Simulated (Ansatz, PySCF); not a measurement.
Molecule: sum formula SiHBr, net charge 0, singlet state. SMILES: [SiH]Br
Geometry from a B3LYP-D3(BJ)/def2-TZVP (Ansatz, a quantum-chemistry and plane-wave program) optimisation:
```
Si
H 1 1.5241
Br 1 2.2668 2 94.17
```
Charge 0, spin multiplicity 1.

Quantity: atomisation energy (electronic, to ground-state atoms), in kJ/mol. Valence correlation only, unless marked. UHF or UKS for open shells. Spin-orbit coupling is left out. The frozen core is the preceding noble-gas configuration, with the filled d and f shells of earlier blocks. Non-relativistic. The coupled-cluster limit lacks core correlation, which all-electron functionals hold. CBS marks a two-point X^-3 extrapolation of the correlation energy; Hartree-Fock from the larger set.

| level | program | atomisation energy (kJ/mol) | minus last row | rough core time |
|---|---|---|---|---|
| HF/def2-SVPD | Ansatz | 474.5 | -220.2 | - |
| HF-D3(BJ)/def2-TZVPD | PySCF + dftd3 | 538.1 | -156.6 | - |
| r2SCAN-D4/def2-TZVPD | Ansatz + dftd4 | 690.9 | -3.8 | under 20 s |
| SCS-MP2/def2-SVP | Ansatz | 622.8 | -71.9 | - |
| CCSD(T)/def2-SVP | Ansatz | 626.7 | -68.0 | under 20 s |
| CCSD(T)/def2-TZVPP | Ansatz | 667.2 | -27.5 | under 20 s |
| CCSD(T)/CBS(def2-TZVPPD,def2-QZVPPD) | Ansatz | 694.7 | 0.0 | 40 s |

Core times are rough, on shared machines, summed over the molecules involved; a dash marks a level read off another run, or run on other hardware, by another program or under a memory cap.

The Hartree-Fock reference is unstable (checked in the largest basis), which strains HF and MP2.
